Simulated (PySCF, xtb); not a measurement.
C₃H₅NOSi, SMILES O[Si@@H]1C=CC=N1.

GFN2-xTB (xtb 6.7.1) at its own geometry gives an orbital gap of 2.13 eV and a dipole moment of 2.01 D.

Geometry optimised at PBE0-D3(BJ)/def2-SVP. The structure was generated by enumeration; whether it is a known compound was not checked. The values are those of a single conformer.

**Question.** What does PBE/def2-TZVP (PySCF) give? (The exact figures need the calculation; the answer reports its results.)

**Answer.** gap 2.83 eV (levels -5.92 and -3.09 eV), dipole 2.71 D.
